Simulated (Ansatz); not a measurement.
Reaction (formal exchange of groups at the Se–In bond): `[CH3][In]([CH3])[SeH]` + `CBCl` → `CB(Cl)[SeH]` + `[CH3][InH][CH3]`

Gas-phase electronic energies from Ansatz, PBE0-D4/def2-TZVP geometries. CBS: MP2 limit from def2 TZ/QZ plus the TZ coupled-cluster correction, frozen cores. Functionals use def2-TZVPP. def2 core potentials past Kr. For In, Se outer-core shells are correlated without core-valence functions, which leaves a few kJ/mol of doubt a bond. Scalar relativity is left out up to krypton. One conformer a species, not always the lowest.

`[CH3][In]([CH3])[SeH]`:

Cartesian coordinates in Å:
```
C 1.755 -0.245 1.259
In 0.205 0.112 -0.184
C -1.911 -0.245 -0.084
Se 1.038 1.101 -2.359
H 2.720 0.078 0.870
H 1.804 -1.309 1.496
H 1.539 0.299 2.180
H -2.244 -0.371 0.946
H -2.447 0.589 -0.540
H -2.148 -1.152 -0.644
H -0.310 1.144 -2.941
```

`CBCl`:

Cartesian coordinates in Å:
```
C 0.011 0.465 -0.550
B 0.052 -0.468 0.685
Cl -0.754 -2.022 0.691
H -0.528 0.066 -1.409
H 1.034 0.718 -0.851
H -0.442 1.421 -0.257
H 0.626 -0.180 1.692
```

`CB(Cl)[SeH]`:

Cartesian coordinates in Å:
```
C -0.830 0.375 -0.203
B 0.247 -0.552 0.430
Cl -0.249 -1.819 1.551
Se 2.146 -0.457 0.098
H -1.553 -0.231 -0.760
H -1.401 0.871 0.589
H -0.428 1.137 -0.871
H 2.068 0.675 -0.834
```

`[CH3][InH][CH3]`:

Z-matrix (Å, degrees):
```
C
In 1 2.160
H 1 1.093 2 109.9
H 1 1.093 2 109.8 3 -117.9
H 1 1.090 2 112.0 3 121.2
C 2 2.160 1 118.8 3 56.6
H 2 1.735 1 120.6 3 -123.4
H 6 1.093 2 109.8 1 -59.4
H 6 1.090 2 112.0 1 179.6
H 6 1.093 2 109.9 1 58.5
```

CCSD(T)/CBS gives +61.7 kJ/mol.

(1) Another level gave +57.1 kJ/mol. Which?
A. revPBE-D4/def2-TZVPP
B. HF/def2-TZVPP
C. ωB97X-V/def2-TZVPP
D. BHLYP-D4/def2-TZVPP

Largest T1 diagnostic among the species: 0.012.

Answers

(1) C. ωB97X-V 57.1, revPBE-D4 47.5, BHLYP-D4 66.5, HF/def2-TZVPP 77.0 kJ/mol.

From BLYP to BHLYP (50 % exact exchange), in def2-TZVPP and without D4, ΔE moves by +4.3 kJ/mol. Leaving LDA and LC-ωPBE aside and taking each functional with its dispersion term where it has one, the values, not all of them listed here, spread over 21.7 kJ/mol, from B97M-V to BHLYP-D4. LDA lies −10.8 kJ/mol from PBE without D4.

CCSD(T)/CBS has its own doubt, a few kJ/mol and more with outer-core shells, so smaller differences from it don't rank the levels.
